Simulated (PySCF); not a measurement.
## Ionisation energy of Tc²⁺ by level of theory

Tc²⁺ [Kr] 4d5 (6S) → Tc³⁺ [Kr] 4d4 (5D), as a difference of total energies. Calculation: PySCF 2.14, in x2c-TZVPPall with one added diffuse shell each of s, p, d, f type (9s7p7d3f1g, 95 functions); scalar relativity by spin-free X2C-1e. Correlated levels: valence and next inner shell: [Ar] 3d10 frozen. The calculations carry no spin-orbit coupling.

| method | ionisation energy (eV) |
| --- | --- |
| UHF | 28.799 |
| MP2 (valence and next inner shell) | 29.804 |
| SCS-MP2 (valence and next inner shell) | 29.436 |
| CCSD (valence and next inner shell) | 29.626 |
| CCSD(T) (valence and next inner shell) | 29.661 |

A first-order spin-orbit estimate (lowest level to lowest level, LS coupling) adds -0.199 eV.

Errors of the correlated levels include the incompleteness of this basis and the frozen core.

**Question.** Which method comes closest to the reference value, and which is furthest?

**Answer.** The reference is 29.55 eV (semi-empirical (NIST evaluation); NIST Atomic Spectra Database, ionization energies). Closest: MP2 (valence and next inner shell) (error 0.055 eV); furthest: UHF (error -0.950 eV), both after the spin-orbit estimate.
